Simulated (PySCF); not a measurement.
C4H5N2O (doublet state).
Geometry (GFN2-xTB, Å), atoms numbered from 1 in this order:
```xyz
12
C4H5N2O angstrom
C      2.0041   -0.2560    0.8849
N      0.7400   -0.3260    0.4095
C      0.1781    0.6114   -0.4170
O      0.7673    1.5996   -0.8080
C     -1.2620    0.2855   -0.8381
C     -2.0070   -0.3471    0.2129
N     -2.5572   -0.8673    1.0707
H      2.3587   -1.0222    1.5404
H      2.6024    0.5834    0.5951
H      0.1631   -1.1028    0.7109
H     -1.7508    1.2173   -1.1326
H     -1.2355   -0.3764   -1.7107
```

The hyperfine couplings belong to this conformer and change with its torsions.

As a line formula: `[CH2]NC(=O)CC#N` [radical].

Method used: UKS B3LYP, pcH-1 on C H N O, non-relativistic, mean-field spin-orbit, GIAO (PySCF 2.14.0). Isolated species at its GFN2-xTB geometry (one conformer only). The geometry wasn't refined by DFT: couplings that depend on bond lengths, twists or pyramidal angles can differ widely from those at the functional's own minimum. No stability test was run, so a lower SCF solution isn't excluded.

Principal values of hyperfine tensors in MHz (contact and dipolar terms together), for some of the nuclei:

```tsv
atom	isotope	A1	A2	A3
C1	13C	0.93	2.80	210.32
H9	1H	-89.92	-57.96	-25.65
H8	1H	-92.04	-56.95	-24.21
H12	1H	15.63	16.13	20.50
O4	17O	-45.06	9.62	10.70
H10	1H	-9.99	-9.45	4.01
N2	14N	-8.80	-7.74	1.79
H11	1H	2.09	2.31	6.20
```

(1) Split each tensor into its isotropic and traceless parts, and turn a_iso into mT with g = 2.0030.

(2) What spin density at the nucleus of H9 lies behind its contact coupling (g_N = 5.58569)?

(3) C5 (13C, g_N = 1.40482) isn't in the table. Its spin density at the nucleus is -0.005301 bohr⁻³. What is its contact coupling?

(4) Which nucleus of the table has the largest anisotropic coupling, and what is its form?

(5) In a single crystal, with the field along each principal axis of the tensor of C1 in turn, what first-order splitting does this nucleus give (isotropic g, quadrupole terms neglected)?

Results:

(1) a_iso is a third of the trace, T = A − a_iso, and a(mT) = a(MHz)/(g × 13.996).

| atom | a_iso (MHz) | a_iso (mT) | T1 | T2 | T3 |
| --- | --- | --- | --- | --- | --- |
| C1 | 71.35 | 2.545 | -70.42 | -68.55 | 138.97 |
| H9 | -57.84 | -2.063 | -32.07 | -0.12 | 32.19 |
| H8 | -57.74 | -2.060 | -34.31 | 0.78 | 33.52 |
| H12 | 17.42 | 0.621 | -1.79 | -1.29 | 3.08 |
| O4 | -8.25 | -0.294 | -36.81 | 17.87 | 18.94 |
| H10 | -5.14 | -0.183 | -4.85 | -4.31 | 9.15 |
| N2 | -4.92 | -0.175 | -3.88 | -2.83 | 6.71 |
| H11 | 3.53 | 0.126 | -1.45 | -1.22 | 2.67 |

(2) a_FC = 800.24 MHz bohr³ × g_N × ρ(0)/(2S). With a_FC = -57.84 MHz and 2S = 1, ρ(0) = -0.01294 bohr⁻³. In magnitude that is 4.1 % of the 1/π = 0.318 of a free hydrogen atom.

(3) By the same relation, a_FC = -5.96 MHz. Its full tensor has the principal values -6.47, -6.08, -5.33 MHz.

(4) C1: -70.4, -68.6, 139.0 MHz, axial, in the ratio −1:−1:+2, the form that spin in one p orbital centred on that nucleus gives.

(5) 2 lines (I = 1/2), spaced by |A_i|/(g × 13.996): 0.03, 0.10, 7.50 mT along the axes of A1, A2 and A3.
